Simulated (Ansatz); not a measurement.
carbon tetrabromide (CBr4), singlet, at a GFN2-xTB geometry. Base run: Ansatz (a quantum-chemistry and plane-wave program) with HF/6-311G**.

Geometry (Å):
```xyz
5

Br     1.8899    -0.4066    -0.1694
C      0.0000     0.0000     0.0000
Br    -0.2972     1.8743    -0.4050
Br    -0.5811    -0.3698     1.8142
Br    -1.0115    -1.0980    -1.2397
```
Charge 0, spin multiplicity 1.
All else is at Ansatz's defaults.
Base energy -10327.29783 Eh.

The base run was repeated with changes; each row names its change, and settings that it needs were set with it.

```
change                                                            ΔE vs base (mEh)
----------------------------------------------------------------  ----------------
base                                                                         0.000
nuclear_model = gaussian                                                (withheld)
lower_state_search = off                                                     0.000
lower_state_search = light                                                   0.000
point_charge = charge:0.5 position_ang:-0.162, 3.9195, -3.0033              -1.050
fitting.mean_field = cc-pVTZ-JKFIT                                      (withheld)
fitting.mean_field = def2-universal-JKFIT                                    0.283
forces = on                                                                  0.000
accuracy = high                                                             -0.017
lower_state_search = full                                                    0.000
point_charge = charge:1.0 position_ang:-0.4798, -2.9436, -3.9388            -6.599
```

**Question.** Fill in the missing entries.

**Answer.** 
- nuclear_model = gaussian, ΔE vs base (mEh): 52.003
- fitting.mean_field = cc-pVTZ-JKFIT, ΔE vs base (mEh): 0.164
